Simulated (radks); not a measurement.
Results of a calculation; reference values are marked as such.
Sr+, 37 electrons, occupied as [Kr] 5s1.

Level of theory: scalar-relativistic Kohn-Sham, Slater X-alpha with alpha = 0.564, spin-polarised, spherical densities, finite nucleus; open shells are filled with parallel spins first (spin-orbit coupling, left out, can overturn this in heavy ions); Fermi nuclear charge, rms radius 4.224 fm (a radial shooting solver on a logarithmic mesh with Libxc functionals).

Energy parts (eV):
total: -85910.230
kinetic: 88137.539
electron-nucleus: -207294.503
Hartree: 35483.393
exchange: -2236.659

Orbitals (lengths in bohr, moments of r in powers of bohr; <r^-3> diverges for s and p1/2; r(90%) holds 90 % of the orbital's charge):
| orbital | occ. | eigenvalue (eV) | <1/r> | <r^-3> | <r^4> | r(90%) |
|---|---|---|---|---|---|---|
| 1s up | 1 | -15866.14 | 38.91 | - | 0.00001112 | 0.0702 |
| 1s down | 1 | -15866.12 | 38.91 | - | 0.00001112 | 0.0702 |
| 2s up | 1 | -2144.718 | 8.671 | - | 0.002150 | 0.267 |
| 2s down | 1 | -2144.710 | 8.671 | - | 0.002150 | 0.267 |
| 2p up | 3 | -1905.303 | 8.472 | 1789 | 0.001549 | 0.246 |
| 2p down | 3 | -1905.296 | 8.472 | 1789 | 0.001549 | 0.246 |
| 3s up | 1 | -331.4049 | 2.901 | - | 0.1248 | 0.735 |
| 3s down | 1 | -331.3904 | 2.901 | - | 0.1248 | 0.735 |
| 3p up | 3 | -254.6259 | 2.747 | 275.9 | 0.1446 | 0.764 |
| 3p down | 3 | -254.6105 | 2.747 | 275.9 | 0.1446 | 0.764 |
| 3d up | 5 | -127.7145 | 2.489 | 34.64 | 0.1965 | 0.818 |
| 3d down | 5 | -127.6977 | 2.489 | 34.64 | 0.1964 | 0.818 |
| 4s up | 1 | -43.8456 | 0.9842 | - | 7.162 | 2.02 |
| 4s down | 1 | -43.7754 | 0.9856 | - | 7.049 | 2.01 |
| 4p up | 3 | -26.0831 | 0.8355 | 30.40 | 14.61 | 2.41 |
| 4p down | 3 | -25.9411 | 0.8405 | 30.75 | 13.85 | 2.38 |
| 5s up | 1 | -7.6478 | 0.3157 | - | 504.0 | 5.87 |
| 5s down | 0 | -6.1531 | 0.3226 | - | 531.5 | 5.93 |

The highest occupied level is 5s up at -7.648 eV. The density falls to 0.001 e/bohr^3 at r = 4.52 bohr. For comparison, the ionisation energy in NIST's Atomic Spectra Database is 11.030 eV (measured). In exact Kohn-Sham theory the highest level is minus the ionisation energy, but local and semilocal functionals leave it too shallow, through self-interaction and a potential that decays too fast; potentials with the right tail come closer. Spin moment in Bohr magnetons: 1. The spin density at the nucleus is 6.851 e/bohr^3 (1s 0.034, 2s 0.005, 3s -0.013, 4s -0.169, 5s 6.994). The electron density at the nucleus is 6.153e+04 e/bohr^3 (large components only).
